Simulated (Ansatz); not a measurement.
Z-matrix (Å, degrees):
```
C
O 1 1.411
H 1 1.098 2 110.9
H 1 1.094 2 112.3 3 -122.2
H 1 1.089 2 106.6 3 118.5
C 2 1.388 1 115.2 3 52.1
C 6 1.519 2 113.6 1 85.4
H 6 1.098 2 112.6 1 -37.0
H 6 1.093 2 107.9 1 -156.8
F 7 1.341 6 109.6 2 175.5
F 7 1.341 6 112.5 2 -65.2
F 7 1.333 6 112.0 2 55.8
```

Total charge 0; spin multiplicity 1.

List the CAM-B3LYP/def2-TZVPP orbital energies in eV (the Gaussian-basis code of Ansatz). (An estimate is asked.)

Computed: Occupied: -674.68, -674.67, -674.60, -523.22, -285.68, -281.01, -280.27, -38.31, -35.81, -35.78, -31.30, -23.73, -21.41, -20.17, -18.51, -18.46, -17.49, -15.77, -15.74, -15.05, -14.94, -14.43, -13.90, -13.84, -13.38, -12.92, -12.64, -11.14, -9.62. Lowest empty: 2.05, 2.93, 3.14, 3.28, 3.97, 4.22, 5.05, 5.10.
